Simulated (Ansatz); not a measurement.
Calculated with Ansatz (gas phase, PBE0-D4/def2-TZVP geometries, no zero-point term in ΔE). CCSD(T)/CBS adds triple-zeta CCSD(T) − MP2 to the extrapolated MP2 energy (def2 sets, frozen cores). Functionals use def2-TZVPP. B3LYP here is the variant with VWN-RPA as its local correlation; programs differ in this. Elements past krypton have def2 core potentials. For Sn outer-core shells are correlated without core-valence functions, which leaves a few kJ/mol of doubt a bond. One conformer a species, not always the lowest.

Consider the cleavage of the B–Sn bond: `[BH2][SnH2][CH2]F` + `C=C(S)Cl` → `BSC(=C)Cl` + `F[CH2][SnH3]`.

```json
{"level": "B3LYP-D4", "ΔE (kcal/mol)": "-27.5"}
{"level": "ωB97M-V", "ΔE (kcal/mol)": "-27.1"}
{"level": "B2PLYP", "ΔE (kcal/mol)": "-27.2"}
{"level": "PBE", "ΔE (kcal/mol)": "-28.4"}
{"level": "B3LYP", "ΔE (kcal/mol)": "-26.8"}
{"level": "CCSD(T)/def2-TZVPP", "ΔE (kcal/mol)": "-26.4"}
{"level": "HF/def2-QZVPP", "ΔE (kcal/mol)": "-23.5"}
{"level": "SCS-MP2/def2-QZVPP", "ΔE (kcal/mol)": "-25.8"}
```

What does CCSD(T)/CBS give? (Best estimate.)

The calculation gave: -25.8 kcal/mol. The listed levels differ from it by -1.7, -1.3, -1.4, -2.6, -1.0, -0.6, 2.3, 0.0 kcal/mol.

Largest T1 diagnostic among the species: 0.014.

In def2-TZVPP, CCSD(T) changes the Hartree–Fock value by −2.8 kcal/mol (the triples alone add −1.1 kcal/mol) and MP2 by −3.8 kcal/mol. From PBE to PBE0 (25 % exact exchange), in def2-TZVPP and without D4, ΔE moves by +0.9 kcal/mol.
